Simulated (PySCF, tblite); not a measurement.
C6H8F4.
Numbering: `[CH3:1][C@:2]1([F:3])[CH2:4][C@H:5]([C:6]([F:7])([F:8])[F:9])[CH2:10]1` (hydrogens: H11, H12, H13 on C1; H14, H15 on C4; H16 on C5; H17, H18 on C10)

Jobs on this species (18 atoms, 80 electrons) with PySCF (density fitting) and tblite. Hardware of each: one thread of an Arm Neoverse N1, on a shared host. Times come from a shared host and carry two figures at best.

```
                level and settings                                                                           work  basis functions  SCF cycles  wall time
                   B3LYP/def2-SVPD  10 singlets by full TDDFT, 4 Tamm–Dancoff triplets, polarisability, ΔSCF ions              276           ?          ?
                CAM-B3LYP/pcSseg-1                                             shieldings, ring-centre shieldings              210           ?          ?
                          GFN2-xTB                                                              L-BFGS relaxation                –           –     0.97 s
PBE0-D3(BJ)/def2-SVP, grid level 1                   geometry optimisation from a GFN2-xTB start shaken at random              180           ?          ?
                     PBE0/pcSseg-1                shieldings, ring-centre shieldings, charges and field gradients              210          13       65 s
                          GFN2-xTB                                                  Hessian by finite differences                –           –     0.99 s
```

Question: Fill in the missing figures.

Answer: 
- B3LYP/def2-SVPD; 10 singlets by full TDDFT, 4 Tamm–Dancoff triplets, polarisability, ΔSCF ions: 12 min, 13 SCF cycles
- CAM-B3LYP/pcSseg-1; shieldings, ring-centre shieldings: 85 s, 12 SCF cycles
- PBE0-D3(BJ)/def2-SVP, grid level 1; geometry optimisation from a GFN2-xTB start shaken at random: 5.4 min, 75 SCF cycles

Question: What do all jobs in the table cost together?

Answer: About 20 min; the longest takes about 60 % of that, and about 740 times as long as the shortest.
